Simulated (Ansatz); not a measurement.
C₈H₁₄O₆Si⁺, that is SiEt(OAc)3 with one electron fewer. The state is a doublet with charge 1. Geometry PBE-D4/def2-SVP.

```xyz
29

Si    0.025   -0.072   -0.410
C     0.439   -0.254   -2.201
C     0.666   -1.702   -2.662
H     1.352    0.369   -2.340
H    -0.370    0.243   -2.778
H     0.946   -1.720   -3.734
H     1.480   -2.194   -2.094
H    -0.248   -2.320   -2.554
O    -1.308   -0.993    0.174
C    -2.540   -0.711   -0.288
C    -3.642   -1.563    0.257
O    -2.705    0.201   -1.097
H    -4.607   -1.298   -0.209
H    -3.693   -1.411    1.356
H    -3.398   -2.629    0.077
O    -0.359    1.528    0.087
C     0.561    2.492    0.299
C     0.026    3.783    0.817
O     1.745    2.256    0.073
H     0.810    4.559    0.820
H    -0.335    3.609    1.853
H    -0.843    4.096    0.205
O     1.310   -0.714    0.510
C     1.605   -0.481    1.809
C     2.814   -1.200    2.310
O     0.911    0.272    2.483
H     2.983   -0.985    3.379
H     3.688   -0.872    1.710
H     2.685   -2.289    2.146
```

At PBE-D4/def2-SVP the gap within one spin of the relaxed charge 1 doublet nearly closes, so an electron or hole may be smeared out by delocalisation error.

(1) Estimate the α-spin orbital energies around the gap (eV) in Ansatz with PBE-D4/def2-SVP, PBE0-D4/def2-SVP.

Answers

(1) 
| orbital | PBE-D4/def2-SVP | PBE0-D4/def2-SVP |
| --- | --- | --- |
| HOMO−5 | -12.29 | -13.93 |
| HOMO−4 | -12.04 | -13.69 |
| HOMO−3 | -11.60 | -13.53 |
| HOMO−2 | -11.54 | -13.44 |
| HOMO−1 | -11.38 | -13.16 |
| HOMO | -11.28 | -12.78 |
| LUMO | -5.79 | -4.84 |
| LUMO+1 | -5.68 | -4.59 |
| LUMO+2 | -5.47 | -4.38 |
| LUMO+3 | -3.19 | -2.18 |
| LUMO+4 | -3.07 | -2.04 |
| LUMO+5 | -2.97 | -1.97 |
| β HOMO | -10.77 | -11.77 |
| β LUMO | -10.75 | -10.89 |
